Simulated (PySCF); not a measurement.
Species: SnFH3.
SMILES: `[H][Sn]([H])([H])[F]`

Theory: TDDFT wB97X-D/def2-SVPD, vertical, gas phase, core orbitals frozen in the response, def2 core potentials past Kr in PySCF. Geometry: PBE0-D3(BJ)/def2-SVP; no solvent, vibrations or thermal averaging. Spin–orbit coupling is left out.

Computed states:

| state | E (eV) | f |
| --- | --- | --- |
| S1 | 7.18 | 0.0010 |
| S2 | 7.18 | 0.0010 |
| S3 | 8.36 | 0.204 |
| S4 | 8.36 | 0.204 |
| S5 | 8.75 | 0.0000 |
| S6 | 8.75 | 0.0057 |
| S7 | 8.75 | 0.0056 |
| S8 | 9.33 | 0.050 |
| S9 | 9.50 | 0.352 |
| S10 | 9.50 | 0.352 |

Broadening: Gaussians 0.4 eV wide at half height, area fixed by f = 4.319×10⁻⁹ ∫ε dν̃. The width is an assumption, not a result. The curve ends short of the highest state used, and states not computed would add to its high-energy end.

**Question.** Give the broadened spectrum and its maxima.

**Answer.** 
| E (eV) | ε (L mol⁻¹ cm⁻¹) |
| --- | --- |
| 6.58 | 0 |
| 6.63 | 1 |
| 6.67 | 1 |
| 6.71 | 3 |
| 6.75 | 5 |
| 6.79 | 9 |
| 6.84 | 17 |
| 6.88 | 27 |
| 6.92 | 39 |
| 6.96 | 55 |
| 7.00 | 73 |
| 7.05 | 96 |
| 7.09 | 113 |
| 7.13 | 125 |
| 7.17 | 131 |
| 7.22 | 129 |
| 7.26 | 119 |
| 7.30 | 104 |
| 7.34 | 86 |
| 7.38 | 67 |
| 7.43 | 46 |
| 7.47 | 32 |
| 7.51 | 21 |
| 7.55 | 13 |
| 7.60 | 8 |
| 7.64 | 7 |
| 7.68 | 11 |
| 7.72 | 23 |
| 7.76 | 53 |
| 7.81 | 143 |
| 7.85 | 299 |
| 7.89 | 591 |
| 7.93 | 1103 |
| 7.97 | 1950 |
| 8.02 | 3675 |
| 8.06 | 5733 |
| 8.10 | 8461 |
| 8.14 | 11814 |
| 8.19 | 16587 |
| 8.23 | 20445 |
| 8.27 | 23844 |
| 8.31 | 26312 |
| 8.35 | 27478 |
| 8.40 | 26853 |
| 8.44 | 24796 |
| 8.48 | 21699 |
| 8.52 | 18018 |
| 8.56 | 14224 |
| 8.61 | 9912 |
| 8.65 | 7093 |
| 8.69 | 4922 |
| 8.73 | 3355 |
| 8.78 | 2081 |
| 8.82 | 1461 |
| 8.86 | 1090 |
| 8.90 | 912 |

Maxima: 173 nm (7.18 eV), ε about 130, made up of S1 (50%) and S2 (50%); 148 nm (8.36 eV), ε about 28000, made up of S3 (50%) and S4 (50%) (ε in L mol⁻¹ cm⁻¹; maxima over ε = 5, shares over 10%).

**Question.** Coming from long wavelengths, where does ε first pass 100 L mol⁻¹ cm⁻¹?

**Answer.** At about 176 nm (7.06 eV), 0.12 eV below S1.

**Question.** What would ε be at 8.36 eV, the highest of these maxima, with half the width (0.2 eV)?

**Answer.** About 55000 L mol⁻¹ cm⁻¹ against 27500, a factor of about 2.00; a lone state at its own centre would give exactly 2.
